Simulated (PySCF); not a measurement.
H12N4Zn, SMILES [NH3]->[Zn+2](<-[NH3])(<-[NH3])<-[NH3], charge +2. Geometry: PBE-D3(BJ)/def2-SVP. The isomer is the one that the SMILES or the coordinates give; other isomers of the formula were not compared.

Give the equilibrium geometry at PBE-D3(BJ)/def2-SVP (PySCF confirms it by a frequency run) as bond lengths and angles, and its point group. (An estimate is asked for; the answer gives what the named calculation found.)

point group Td.
Atoms: Zn1 N2 H3 H4 H5 N6 H7 H8 H9 N10 H11 H12 H13 N14 H15 H16 H17. Bonded distances (Å): Zn1–N2 2.076, Zn1–N6 2.076, Zn1–N10 2.076, Zn1–N14 2.076, N2–H3 1.035, N2–H4 1.035, N2–H5 1.035, N6–H7 1.035, N6–H8 1.035, N6–H9 1.035, N10–H11 1.035, N10–H12 1.035, N10–H13 1.035, N14–H15 1.035, N14–H16 1.035, N14–H17 1.035. Bond angles (°): N2–Zn1–N6 109.5, N2–Zn1–N10 109.5, N2–Zn1–N14 109.5, N6–Zn1–N10 109.5, N6–Zn1–N14 109.5, N10–Zn1–N14 109.5, Zn1–N2–H3 114.0, Zn1–N2–H4 114.0, Zn1–N2–H5 114.0, H3–N2–H4 104.5, H3–N2–H5 104.5, H4–N2–H5 104.5, Zn1–N6–H7 114.0, Zn1–N6–H8 114.0, Zn1–N6–H9 114.0, H7–N6–H8 104.5, H7–N6–H9 104.5, H8–N6–H9 104.5, Zn1–N10–H11 114.0, Zn1–N10–H12 114.0, Zn1–N10–H13 114.0, H11–N10–H12 104.5, H11–N10–H13 104.5, H12–N10–H13 104.5, Zn1–N14–H15 114.0, Zn1–N14–H16 114.0, Zn1–N14–H17 114.0, H15–N14–H16 104.5, H15–N14–H17 104.5, H16–N14–H17 104.5.
Charge +2, spin multiplicity 1.
